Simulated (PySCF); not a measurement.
C3H3N2, SMILES [c]1cn[nH]c1, multiplicity 2. Coordinates come from a PBE-D3(BJ)/def2-SVP optimisation. The isomer is the one that the SMILES or the coordinates give; other isomers of the formula were not compared.

These are PBE-D3(BJ)/def2-SVP (PySCF) values and carry that method's errors.

Harmonic wavenumbers (cm⁻¹): 550, 559, 678, 741, 817, 863, 887, 1014, 1110, 1168, 1222, 1327, 1373, 1423, 1484, 3193, 3203, 3549. Rotational constants (GHz): 10.69, 9.289, 4.969; symmetry number 1.

**Question.** Work out the zero-point energy and the ideal-gas rigid-rotor harmonic-oscillator thermochemistry at 298.15 K and 1 atm.

**Answer.** ZPE = ½ Σ hcν = ½ × 25160 cm⁻¹ = 35.97 kcal/mol. H − E(el) = 38.91 kcal/mol. Entropy in cal/(mol K): translation 38.53, rotation 23.99, vibration 2.47, spin 1.38, total 66.37. G − E(el) = 19.12 kcal/mol. Cp = 15.01 cal/(mol K).
